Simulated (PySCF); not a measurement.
**Ions at one geometry of [HfH2]2+**

PySCF 2.14.0, RKS PBE0, Hf def2-SVP with ECP60, H def2-SVP; non-relativistic Hamiltonian with scalar-relativistic core potentials where named; density fitting; no spin-orbit coupling; singlets restricted, open shells unrestricted. The geometry is relaxed for charge +2, singlet, vacuum:

```xyz
3

Hf    0.0000    0.0000   -0.2777
H     1.3108    0.0000    0.9101
H    -1.3108    0.0000    0.9101
```

Energies count from the relaxed state; an electron taken off or put on is at rest in vacuum. Charges and spins are Mulliken's.

| state | energy (eV) | spin squared | charge on Hf1 (e) | spin on Hf1 (e) | dipole about the centre of mass (D) |
| --- | --- | --- | --- | --- | --- |
| charge +2, singlet, vacuum | 0.00 | 0.00 | 1.93 | 0.00 | 1.92 |
| charge +1, doublet, vacuum | -14.42 | 0.75 | 1.23 | 1.05 | 3.25 |

**Question.** What does the state charge +3, doublet, vacuum give?

**Answer.** energy (eV) 25.02, spin squared 0.77, charge on Hf1 (e) 2.45, spin on Hf1 (e) 0.39, dipole about the centre of mass (D) 0.88.

With an electron taken off (doublet) the charges change, summed by element, by Hf +0.53 e, H +0.47 e. The vertical ionisation energy is 25.02 eV, against −ε(HOMO) = 21.97 eV of the relaxed state. The level lies 3.1 eV too high, as is usual for semilocal functionals and global hybrids, which keep a self-interaction error.

With an electron put on (doublet) the charges change, summed by element, by Hf -0.70 e, H -0.30 e. The vertical electron affinity is 14.42 eV, against −ε(LUMO) = 16.82 eV of the relaxed state.

Open shells may have lower solutions than those found.
